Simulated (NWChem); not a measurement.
System: CH4AlFS; SMILES [SH][Al]([CH3])[F]

Input file for NWChem:

```
start job
memory heap 200 mb stack 900 mb global 1100 mb
geometry units angstroms noautoz
  Al    -0.052999     0.402604    -0.100781
  F     -1.566431     1.032336    -0.404402
  C      1.481572     1.583014    -0.022201
  H      1.594363     2.124366    -0.976099
  H      2.426411     1.058005     0.184622
  H      1.336143     2.344393     0.761924
  S     -0.024266    -1.759953     0.176008
  H      1.312411    -1.789736     0.377829
end
basis spherical
  * library 6-31g*
end
dft
  xc optx lyp
  iterations 150
  mulliken
end
task dft energy
```

Output (shortened):

```
             Northwest Computational Chemistry Package (NWChem) 7.3.0
             --------------------------------------------------------

 CS  symmetry detected

                             Geometry "geometry" -> ""
                             -------------------------

 Output coordinates in angstroms (scale by  1.889725989 to convert to a.u.)

  No.       Tag          Charge          X              Y              Z
 ---- ---------------- ---------- -------------- -------------- --------------
    1 Al                  13.0000    -0.07781279     0.41257714     0.00000000
    2 F                    9.0000    -1.63222251     1.01510097     0.00000000
    3 C                    6.0000     1.42672191     1.63357102     0.00000000
    4 H                    1.0000     1.38453907     2.28929162    -0.88541120
    5 H                    1.0000     2.40242997     1.12452848     0.00000000
    6 H                    1.0000     1.38453907     2.28929162     0.88541120
    7 S                   16.0000     0.03632796    -1.76482094     0.00000000
    8 H                    1.0000     1.38848187    -1.76681421     0.00000000

 Effective nuclear repulsion energy (a.u.)     194.5770855957

      Symmetry information
      --------------------

 Group name             Cs
 Group number              2
 Group order               2
 No. of unique centers     7

                                 NWChem DFT Module
                                 -----------------

 Summary of "ao basis" -> "ao basis" (spherical)
 ------------------------------------------------------------------------------
       Tag                 Description            Shells   Functions and Types
 ---------------- ------------------------------  ------  ---------------------
 Al                          6-31g*                  8       18   4s3p1d
 F                           6-31g*                  6       14   3s2p1d
 C                           6-31g*                  6       14   3s2p1d
 H                           6-31g*                  2        2   2s
 S                           6-31g*                  8       18   4s3p1d

      Symmetry analysis of basis
      --------------------------

        a'         52
        a"         20

            General Information
            -------------------
          SCF calculation type: DFT
          Wavefunction type:  closed shell.
          No. of atoms     :     8
          No. of electrons :    48
           Alpha electrons :    24
            Beta electrons :    24
          Charge           :     0
          Spin multiplicity:     1
          Use of symmetry is: on ; symmetry adaption is: on
          Maximum number of iterations: 150
          AO basis - number of functions:    72
                     number of shells:    36
          Convergence on energy requested:  1.00D-06
          Convergence on density requested:  1.00D-05
          Convergence on gradient requested:  5.00D-04

              XC Information
              --------------
                        Slater Exchange Functional  1.052 local
                      OPTX     Exchange Functional  1.432 non-local
              Lee-Yang-Parr Correlation Functional  1.000

             Grid Information
             ----------------
          Grid used for XC integration:  medium
          Radial quadrature: Mura-Knowles
          Angular quadrature: Lebedev.
          Tag              B.-S. Rad. Rad. Pts. Rad. Cut. Ang. Pts.
          ---              ---------- --------- --------- ---------
          Al                  1.25       88           8.0       590
          F                   0.50       49          10.0       434
          C                   0.70       49          10.0       434
          H                   0.35       45          11.0       434
          S                   1.00       88          11.0       590
          Grid pruning is: on
          Number of quadrature shells:   409
          Spatial weights used:  Erf1

      Superposition of Atomic Density Guess
      -------------------------------------

 Sum of atomic energies:        -778.33984798

      Non-variational initial energy
      ------------------------------

 Total energy =    -779.385635
 1-e energy   =   -1464.761759
 2-e energy   =     490.799039
 HOMO         =      -0.343211
 LUMO         =      -0.001688

      Symmetry analysis of molecular orbitals - initial
      -------------------------------------------------

  Numbering of irreducible representations:

     1 a'          2 a"

  Orbital symmetries:

     1 a'          2 a'          3 a'          4 a'          5 a'
     6 a'          7 a'          8 a"          9 a'         10 a'
    11 a'         12 a"         13 a'         14 a'         15 a'
    16 a'         17 a'         18 a"         19 a'         20 a'
    21 a"         22 a'         23 a'         24 a"         25 a'
    26 a"         27 a'         28 a'         29 a'         30 a"
    31 a'         32 a'         33 a'         34 a"

     ---------------------------------------------
      Total Density - Mulliken Population Analysis
     ---------------------------------------------

    Atom       Charge   Shell Charges
 -----------   ------   -------------------------------------------------------
    1 Al  13    11.72   2.00  2.00  5.97  0.70  0.64  0.16  0.10  0.15
    2 F    9     9.73   2.00  0.95  3.52  1.02  2.23  0.01
    3 C    6     7.04   2.00  0.72  2.10  0.72  1.48  0.02
    4 H    1     0.74   0.45  0.29
    5 H    1     0.73   0.45  0.28
    6 H    1     0.74   0.45  0.29
    7 S   16    16.58   2.00  2.00  5.98  1.33  3.17  0.53  1.56  0.02
    8 H    1     0.73   0.39  0.34

   convergence    iter        energy       DeltaE   RMS-Dens  Diis-err
 ---------------- ----- ----------------- --------- --------- ---------
 d= 0,ls=0.0,diis     1   -780.9404009104 -9.76D+02  2.41D-02  6.26D-01
 d= 0,ls=0.0,diis     2   -780.7173956903  2.23D-01  1.52D-02  3.22D+00
 d= 0,ls=0.0,diis     3   -781.0168081809 -2.99D-01  3.21D-03  3.57D-02
 d= 0,ls=0.0,diis     4   -781.0191859614 -2.38D-03  1.61D-03  1.24D-02
 d= 0,ls=0.0,diis     5   -781.0212159656 -2.03D-03  2.96D-04  3.39D-04
  Resetting Diis
 d= 0,ls=0.0,diis     6   -781.0212738111 -5.78D-05  6.05D-05  1.68D-05
 d= 0,ls=0.0,diis     7   -781.0212764852 -2.67D-06  3.29D-05  1.25D-06
 d= 0,ls=0.0,diis     8   -781.0212761879  2.97D-07  1.99D-05  3.57D-06
 d= 0,ls=0.0,diis     9   -781.0212766652 -4.77D-07  2.80D-06  5.22D-08

         Total DFT energy =     -781.021276665181
      One electron energy =    -1468.784380247549
           Coulomb energy =      555.015937713031
    Exchange-Corr. energy =      -61.829919726405
 Nuclear repulsion energy =      194.577085595742

 Numeric. integr. density =       48.000002938609

                  Occupations of the irreducible representations
                  ----------------------------------------------

                     irrep           alpha         beta
                     --------     --------     --------
                     a'               19.0         19.0
                     a"                5.0          5.0

                       DFT Final Molecular Orbital Analysis
                       ------------------------------------

 Vector   22  Occ=2.000000D+00  E=-3.079792D-01  Symmetry=a'
              MO Center=  1.3D-01, -1.9D-01, -1.7D-13, r^2= 4.3D+00
   Bfn.  Coefficient  Atom+Function         Bfn.  Coefficient  Atom+Function
  ----- ------------  ---------------      ----- ------------  ---------------
    60      0.363193  7 S  py                21     -0.291150  2 F  px
     6      0.252799  1 Al s                 35     -0.224843  3 C  px
     7      0.215725  1 Al px                62     -0.192656  7 S  s
    25     -0.185760  2 F  px                58     -0.183543  7 S  s
    56     -0.142319  7 S  py                64      0.141624  7 S  py

 Vector   23  Occ=2.000000D+00  E=-2.562830D-01  Symmetry=a'
              MO Center=  5.0D-01, -1.3D-02, -4.2D-13, r^2= 4.5D+00
   Bfn.  Coefficient  Atom+Function         Bfn.  Coefficient  Atom+Function
  ----- ------------  ---------------      ----- ------------  ---------------
    60      0.447839  7 S  py                35      0.248031  3 C  px
    36      0.242418  3 C  py                 8     -0.237185  1 Al py
    64      0.216098  7 S  py                40      0.173820  3 C  py
    56     -0.172200  7 S  py                39      0.166881  3 C  px
    22      0.138880  2 F  py                 7     -0.123896  1 Al px

 Vector   24  Occ=2.000000D+00  E=-2.328803D-01  Symmetry=a"
              MO Center=  2.7D-02, -1.6D+00,  1.0D-12, r^2= 1.8D+00
   Bfn.  Coefficient  Atom+Function         Bfn.  Coefficient  Atom+Function
  ----- ------------  ---------------      ----- ------------  ---------------
    61      0.662767  7 S  pz                65      0.396468  7 S  pz
    57     -0.253028  7 S  pz                 9      0.120422  1 Al pz
    23     -0.083250  2 F  pz                27     -0.065724  2 F  pz
    15     -0.057722  1 Al d -1               5     -0.047736  1 Al pz
    13      0.046102  1 Al pz                48      0.028140  4 H  s

 Vector   25  Occ=0.000000D+00  E=-3.067616D-02  Symmetry=a"
              MO Center= -4.3D-02,  3.4D-01, -5.6D-11, r^2= 4.4D+00
   Bfn.  Coefficient  Atom+Function         Bfn.  Coefficient  Atom+Function
  ----- ------------  ---------------      ----- ------------  ---------------
    13      0.662939  1 Al pz                 9      0.525090  1 Al pz
    65     -0.265092  7 S  pz                61     -0.250421  7 S  pz
    48      0.214680  4 H  s                 52     -0.214680  6 H  s
    23     -0.187845  2 F  pz                 5     -0.178531  1 Al pz
    27     -0.172807  2 F  pz                57      0.090879  7 S  pz

 Vector   26  Occ=0.000000D+00  E=-2.857780D-02  Symmetry=a'
              MO Center=  8.8D-02,  2.7D-01,  5.6D-11, r^2= 5.4D+00
   Bfn.  Coefficient  Atom+Function         Bfn.  Coefficient  Atom+Function
  ----- ------------  ---------------      ----- ------------  ---------------
    10      1.426303  1 Al s                 38     -0.735490  3 C  s
    62     -0.570980  7 S  s                 64     -0.396228  7 S  py
    24     -0.245733  2 F  s                 60     -0.227070  7 S  py
    58     -0.215115  7 S  s                 72      0.208889  8 H  s
     2     -0.162968  1 Al s                 39      0.155708  3 C  px

 Vector   27  Occ=0.000000D+00  E= 3.041107D-03  Symmetry=a'
              MO Center=  4.7D-01, -1.4D+00, -3.9D-14, r^2= 3.6D+00
   Bfn.  Coefficient  Atom+Function         Bfn.  Coefficient  Atom+Function
  ----- ------------  ---------------      ----- ------------  ---------------
    72      1.290215  8 H  s                 63     -0.805390  7 S  px
    62     -0.777093  7 S  s                 59     -0.417249  7 S  px
    12     -0.301549  1 Al py                 6     -0.285121  1 Al s
    71      0.253566  8 H  s                 39     -0.196021  3 C  px
    38      0.187186  3 C  s                 50      0.181999  5 H  s

     ---------------------------------------------
      Total Density - Mulliken Population Analysis
     ---------------------------------------------

    Atom       Charge   Shell Charges
 -----------   ------   -------------------------------------------------------
    1 Al  13    12.21   2.00  2.00  5.97  0.74  1.01  0.08  0.18  0.24
    2 F    9     9.43   2.00  0.93  3.31  1.04  2.14  0.01
    3 C    6     6.75   2.00  0.66  2.10  0.72  1.26  0.02
    4 H    1     0.80   0.52  0.29
    5 H    1     0.81   0.52  0.29
    6 H    1     0.80   0.52  0.29
    7 S   16    16.31   2.00  2.00  5.97  1.36  3.11  0.53  1.31  0.04
    8 H    1     0.88   0.50  0.38

     -------------------------------------------
      Total Density - Lowdin Population Analysis
     -------------------------------------------

    Atom       Charge   Shell Charges
 -----------   ------   -------------------------------------------------------
    1 Al  13    12.57   2.00  1.97  5.89  0.54  1.05  0.24  0.46  0.42
    2 F    9     9.23   1.99  0.92  3.18  0.84  2.28  0.01
    3 C    6     6.61   1.99  0.57  1.90  0.48  1.64  0.04
    4 H    1     0.83   0.48  0.35
    5 H    1     0.84   0.48  0.36
    6 H    1     0.83   0.48  0.35
    7 S   16    16.21   2.00  1.99  5.90  1.10  2.83  0.58  1.77  0.04
    8 H    1     0.87   0.48  0.39

     Multipole analysis of the density
     ---------------------------------

     L   x y z        total         alpha         beta         nuclear
     -   - - -        -----         -----         ----         -------
     0   0 0 0     -0.000000    -24.000000    -24.000000     48.000000

     1   1 0 0      1.037623      0.518812      0.518812     -0.000000
     1   0 1 0      0.411793      0.205896      0.205896      0.000000
     1   0 0 1      0.000000      0.000000      0.000000      0.000000

     2   2 0 0    -28.635426    -99.708721    -99.708721    170.782016
     2   1 1 0      0.048059     -7.504784     -7.504784     15.057627
     2   1 0 1     -0.000000     -0.000000     -0.000000      0.000000
     2   0 2 0    -30.188847   -179.719507   -179.719507    329.250167
     2   0 1 1     -0.000000     -0.000000     -0.000000      0.000000
     2   0 0 2    -26.625584    -16.112339    -16.112339      5.599093
```

Level: OLYP/6-31G* (spherical d). The geometry was optimised at PBE0/def2-SVP.
